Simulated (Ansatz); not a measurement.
Molecule: sum formula AlOCl, net charge 0, singlet state. 
Coordinates optimised at B3LYP-D3(BJ)/def2-TZVP (Ansatz, a first-principles code):
```
Al
O 1 1.5967
Cl 1 2.0671 2 180.00
```

Basis-set convergence of Hartree-Fock and CCSD(T) correlation energies (hartree) with Ansatz. Correlated levels leave the core frozen unless marked. Spin-orbit coupling is left out. Non-relativistic.

```csv
basis,functions,E(HF),"E(corr, CCSD(T))",rough core time
cc-pV(D+d)Z,60,-776.32571,-0.41732,under 20 s
cc-pV(T+d)Z,108,-776.38259,-0.53912,under 20 s
cc-pV(Q+d)Z,183,-776.39469,-0.58176,25 s
```

Extrapolating the two largest sets (X = 3 and 4) as X^-3: E(corr) = (64·(-0.58176) - 27·(-0.53912))/37 = -0.6129 Eh, an estimate of the basis-set limit. The largest set recovers 94.9 % of it, the smallest 68.1 %.
